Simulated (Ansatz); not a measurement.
`BO[SiH2]B` + H₂O → `B[SiH2]O` + `BO` at 700 K and 1 bar (formal hydrolysis of the Si–O bond).

Isolated molecules relaxed with PBE0-D4/def2-TZVP in Ansatz; ΔE leaves out vibrations. CCSD(T)/CBS adds triple-zeta CCSD(T) − MP2 to the extrapolated MP2 energy (def2 sets, frozen cores). This one scheme is used for every species. Each species was taken in one conformer, which may not be the lowest.

```json
{"species": "`BO[SiH2]B`", "CCSD(T)/CBS energy (Eh)": "-417.47687", "H − E (kJ/mol)": "240.1", "S (J/(mol·K))": "448.0"}
{"species": "H₂O", "CCSD(T)/CBS energy (Eh)": "-76.37941", "H − E (kJ/mol)": "80.5", "S (J/(mol·K))": "218.4"}
{"species": "`B[SiH2]O`", "CCSD(T)/CBS energy (Eh)": "-392.05150", "H − E (kJ/mol)": "194.3", "S (J/(mol·K))": "392.7"}
{"species": "`BO`", "CCSD(T)/CBS energy (Eh)": "-101.80414", "H − E (kJ/mol)": "126.4", "S (J/(mol·K))": "277.4"}
```

H − E and S are ideal-gas, rigid-rotor, harmonic terms from PBE0-D4/def2-TZVP, for one conformer and one mirror image of each species. 1 Eh = 2625.50 kJ/mol, R = 8.31446 J/(mol·K).

Question: By hand: ΔE, ΔH, ΔS and ΔG.

Answer: ΔE = (-392.05150) + (-101.80414) − (-417.47687) − (-76.37941) = 0.00064 Eh = 1.7 kJ/mol. Δ(H − E) = 194.3 + 126.4 − 240.1 − 80.5 = 0.1, so ΔH = 1.8 kJ/mol. ΔS = 392.7 + 277.4 − 448.0 − 218.4 = 3.7 J/(mol·K). ΔG = 1.8 − 700 × (3.7)/1000 = -0.8 kJ/mol.

Question: By hand: the equilibrium constant, and the temperature at which ΔG would vanish if ΔH and ΔS stayed fixed.

Answer: log₁₀ K = −ΔG/(RT ln 10) = 0.1. ΔG = 0 at ΔH/ΔS = 486 K, though so small a ΔH makes that figure unsure.

TΔS isn't small against ΔH here. The sign of ΔG lies within the doubt. A doubt of 5 kJ/mol in ΔE shifts log₁₀ K by 0.4 here. Other conformers and mirror images would add mixing entropy, several J/(mol·K) or more a flexible species. Modes under 60 cm⁻¹, often nearly free rotors, make the harmonic entropy too high. These are equilibria of isolated gas molecules and say nothing of rates. Largest T1 diagnostic: 0.014 (customary marks: 0.02 for closed shells, 0.045 for open ones).
